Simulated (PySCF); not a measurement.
## Dipole response of Tc²²⁺ (technetium, charge +22)

[Ar] 3d3, high-spin 4F determinant. Calculation: PySCF 2.14, in an even-tempered Gaussian basis (19 s from 2.2 bohr⁻², ratio 2.5; 12 p from 2.9 bohr⁻², ratio 2.5; 8 d from 2.9 bohr⁻², ratio 2.5; 4 f from 11 bohr⁻², ratio 2.7; 3 g from 17 bohr⁻², ratio 2.7); the spin-free X2C one-electron Hamiltonian (Gaussian nucleus). Coupled (time-dependent) response in atomic units; α is the mean over directions.

```json
{"method": "PBE0", "mean α (bohr³)": "0.03864", "C₆ (like pair)": "0.01159", "S(−4)": "0.0006786"}
```

S(−4) is the Cauchy moment in α(ω) = α(0) + S(−4) ω² + …

Spin-orbit coupling is absent.

α(iu) at PBE0:

| u (hartree) | α(iu) (bohr³) |
| --- | --- |
| 0 | 0.03864 |
| 1.00 | 0.03797 |
| 2.00 | 0.03616 |
| 4.00 | 0.03082 |
| 6.00 | 0.02556 |
| 8.00 | 0.02142 |
| 10.0 | 0.01834 |
| 15.0 | 0.01344 |
| 20.0 | 0.01051 |
| 30.0 | 0.006984 |
| 50.0 | 0.003684 |

A single London oscillator, α(iu) = α/(1 + u²/ω²), gives C₆ = (3/4) ω α². Matching the computed C₆ needs ω = 4 × 0.01159 / (3 × 0.03864²) = 10.4 hartree.

For an ion, C₆ is the dispersion term alone; charge-induced terms of lower order in 1/R come first.

Spin-orbit coupling, absent here, splits the open shell strongly.
